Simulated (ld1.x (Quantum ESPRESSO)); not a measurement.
potassium (K) PAW: all-electron and pseudo phase curves

```json
{
 "Element": "K (Z = 19)",
 "Generator": "ld1.x (Quantum ESPRESSO) 7.5",
 "Type": "PAW",
 "Functional": "PBE",
 "Relativity": "scalar-relativistic",
 "Frozen core": "[Ne]",
 "Valence charge": "9",
 "Reference configuration": "3s2 3p6 4s1 4p0",
 "Partial waves": "3s (bound): rcut 2.20, rcutus 2.40 bohr; 4s (bound): rcut 2.20, rcutus 2.40 bohr; 3p (bound): rcut 2.55, rcutus 3.15 bohr; 4p (bound, empty): rcut 2.55, rcutus 3.15 bohr; 3d channel at -0.1 Ry: rcut 2.00, rcutus 2.80 bohr; 3d channel at 0.95 Ry: rcut 2.00, rcutus 2.80 bohr",
 "Local potential": "all-electron potential smoothed inside 2.60 bohr (lloc = -1)",
 "Core correction": "a·sin(br)/r model core, default radius (core density twice the valence density)",
 "Augmentation charge": "BESSEL, radius 2.15 bohr"
}
```

The phase is arctan(r·u′/u) with u = r·R(r), unwrapped; energies in Ry, scanned from -5 to 5 Ry. A pole is an energy at which the radial function vanishes at the test radius. The pseudo phase is shifted by a multiple of π to meet the all-electron one at the reference energy, and phase errors are pseudo minus all-electron; the curves can meet again beyond the range given. Levels narrower than the energy grid can be missing from the lists of poles.

```
channel  radius (bohr)  reference energy (Ry)  poles, all-electron      poles, pseudo  unbroken range about the reference energy with phases within 0.05 rad  phase error 1 Ry above the reference energy (rad)
      s           3.40                  -0.17          -2.58, 1.47  -2.58, 1.40, 4.61                                                              below 2.2                                             -0.006
      p           3.40                  -0.06          -1.34, 2.12        -1.34, 1.55                                                              below 0.4                                             -0.111
      d           3.40                  -0.10           0.49, 3.18         0.49, 3.27                                                              below 4.3                                             +0.000
```

Phases in the s channel:

```csv
E (Ry),all-electron,pseudo
-5.00,1.432,1.432
-4.48,1.423,1.423
-3.96,1.412,1.412
-3.44,1.396,1.396
-2.92,1.369,1.369
-2.40,-1.753,-1.754
-1.88,-1.804,-1.804
-1.36,-1.861,-1.861
-0.84,-1.972,-1.973
-0.32,-2.324,-2.324
0.20,-3.856,-3.859
0.72,-4.505,-4.510
1.24,-4.670,-4.680
1.76,-4.758,-4.779
2.28,-4.834,-4.895
2.80,-4.939,-5.273
3.32,-5.199,-7.396
3.84,-6.575,-7.731
4.36,-7.503,-7.825
4.88,-7.687,-7.881
```
